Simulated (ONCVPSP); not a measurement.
# Pseudopotential generation for mercury: ONCV, LDA (Perdew-Wang 92), scalar-relativistic.

Hg (Z = 80), optimised norm-conserving Vanderbilt (ONCV), made with ONCVPSP 4.0.1 (LDA (Perdew-Wang 92), scalar-relativistic). Core [Kr] 4d10 4f14, reference 5s2 5p6 5d10 6s1.5 6p0.5. Waves: 5s+6s: rc 1.45 bohr, ncon 4, nbas 7, qcut 10 1/bohr, 2 projectors; 5p+6p: rc 1.55 bohr, ncon 5, nbas 10, qcut 7.1 1/bohr, 2 projectors; 5d: rc 1.70 bohr, ncon 4, nbas 9, qcut 9.7 1/bohr, 1 projector. Local part: polynomial inside 1.30 bohr (lpopt 3, dvloc0 0 Ha). Core correction: Teter function, fcfact 5.5, rcfact 1.1.

* Cutoffs needed: 33 Ha and 61 Ha (the cutoffs (Ha) at which the residual kinetic energy of the hardest occupied pseudo-wave falls to 1 and 0.1 mHa per electron)
* Ghost test: no bound ghost flagged; GHOST(+) flagged for s at 179.6 eV
* Largest excitation error: -11 meV (all-electron minus pseudo) for 5s2 5p6 5d10 6s0 6p0, out of 4 test configurations
* rms error of d²Exc/dni dnj: 5.31 mHa without and 2.19 mHa with the model core
